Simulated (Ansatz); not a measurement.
One change: `C=C1C[SiH]1F` becomes `C=C1C[SiH]1[SiH3]`.

Ansatz, PBE0-D4/def2-TZVP geometries, multiplicity 1. 

```csv
property,`C=C1C[SiH]1F`
LUMO energy (PBE/def2-TZVPP) / eV,-2.00
LUMO energy (B3LYP/def2-TZVPP) / eV,-1.22
size of the dipole moment (PBE/def2-TZVPP) / D,1.24
HOMO energy (B3LYP/def2-TZVPP) / eV,-7.33
HOMO–LUMO gap (PBE/def2-TZVPP) / eV,4.28
"ideal-gas entropy at 298 K and 1 bar (rigid rotor, harmonic PBE0-D4/def2-TZVP) / J/(mol·K)",320
```

What does the change do to each property? (Best estimate.)

The calculation gave: 
| property | `C=C1C[SiH]1[SiH3]` | shift |
| --- | --- | --- |
| LUMO energy (PBE/def2-TZVPP) / eV | -1.60 | 0.40 |
| LUMO energy (B3LYP/def2-TZVPP) / eV | -0.82 | 0.40 |
| size of the dipole moment (PBE/def2-TZVPP) / D | 0.24 | -1.00 |
| HOMO energy (B3LYP/def2-TZVPP) / eV | -7.00 | 0.33 |
| HOMO–LUMO gap (PBE/def2-TZVPP) / eV | 4.48 | 0.20 |
| ideal-gas entropy at 298 K and 1 bar (rigid rotor, harmonic PBE0-D4/def2-TZVP) / J/(mol·K) | 361 | 41 |

With PBE0 the HOMO rises by 0.33 eV and the LUMO rises by 0.39 eV, so the gap widens by about 0.06 eV. PBE moves the HOMO by 0.20 eV and ωB97M-V by 0.38 eV. The zero-point energy changes by 58.2 kJ/mol with +9 modes. Dipoles are sizes alone; their direction can turn.

Positive LUMOs are unbound, so they and the gaps depend on the basis.

B3LYP here is the variant with VWN-RPA as its local correlation; programs differ in this.
